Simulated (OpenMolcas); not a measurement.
## Predicting a hybrid from its neighbours: C3H12AlN

C3H12AlN has 17 atoms, charge 0, and is taken as a singlet. As SMILES, `C[N+](C)(C)[AlH3-]`. The coordinates come from a PBE0-D4/def2-TZVP relaxation.

The HOMO–LUMO gap y, in eV, basis 6-31G(d); a is the functional's share of exact exchange. Programs: OpenMolcas 26.06.

```
functional     program     a  y (eV)
    revPBE  OpenMolcas     0    6.13
      TPSS  OpenMolcas     0    6.54
     B3LYP  OpenMolcas   0.2       ?
      PBE0  OpenMolcas  0.25    8.10
     BHLYP  OpenMolcas   0.5   10.14
```

Task: Fit y = c + s·a to the known rows and predict B3LYP.

Result: 
1. Means of the 4 rows: a = 0.1875, y = 7.728.
2. Σ(Δa)² = 0.17188, Σ(Δa·Δy) = 1.2994, so the slope is 1.2994/0.17188 = 7.5599.
3. Intercept: 7.728 − (7.5599) × 0.1875 = 6.311. The largest residual of the fit is 0.23.
4. B3LYP: 6.311 + (7.5599) × 0.2 = 7.82 eV.

The run gave 7.73 eV, so the prediction is off by +0.09 eV, within the largest residual. Exact exchange lowers occupied levels and raises empty ones. The rows mix families of semi-local functionals, which the line can't see.
